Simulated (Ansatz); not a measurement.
Reaction (ligand exchange at a Ge–O bond): `OC(=S)[O][GeH3]` + `NB(O)F` → `OB(F)[NH][GeH3]` + `OC(O)=S`

Calculated with Ansatz (gas phase, PBE0-D4/def2-TZVP geometries, no zero-point term in ΔE). CBS: MP2 limit from def2 TZ/QZ plus the TZ coupled-cluster correction, frozen cores. Functionals use def2-TZVPP. B3LYP here is the variant with VWN-RPA as its local correlation; programs differ in this. For Ge outer-core shells are correlated without core-valence functions, which leaves a few kJ/mol of doubt a bond. Scalar relativity is left out up to krypton. Each species was taken in one conformer, which may not be the lowest.

| level | ΔE (kJ/mol) | difference from CCSD(T)/CBS |
| --- | --- | --- |
| PBE-D4 | 18.6 | 0.4 |
| r2SCAN-D4 | 20.8 | 2.6 |
| PBE0-D4 | 17.2 | -1.0 |
| B3LYP-D4 | 22.9 | 4.7 |
| ωB97X-V | 19.2 | 1.0 |
| ωB97M-V | 18.7 | 0.5 |
| B2PLYP | 21.7 | 3.5 |
| PBE | 18.2 | 0.0 |
| r2SCAN | 20.7 | 2.5 |
| PBE0 | 16.8 | -1.4 |
| B3LYP | 22.3 | 4.1 |
| HF/def2-TZVPP | 23.4 | 5.2 |
| MP2/def2-TZVPP | 18.0 | -0.2 |
| SCS-MP2/def2-TZVPP | 19.1 | 0.9 |
| CCSD/def2-TZVPP | 17.1 | -1.1 |
| CCSD(T)/def2-TZVPP | 17.2 | -1.0 |
| HF/def2-QZVPP | 24.6 | 6.4 |
| MP2/def2-QZVPP | 18.9 | 0.7 |
| SCS-MP2/def2-QZVPP | 20.0 | 1.8 |
| HF/CBS(def2) | 24.8 | 6.6 |
| MP2/CBS(def2) | 18.9 | 0.7 |
| CCSD/CBS(def2) | 18.0 | -0.2 |
| CCSD(T)/CBS | 18.2 | 0 |

Largest T1 diagnostic among the species: 0.016.

In def2-TZVPP, CCSD(T) changes the Hartree–Fock value by −6.2 kJ/mol (the triples alone add +0.2 kJ/mol) and MP2 by −5.5 kJ/mol.
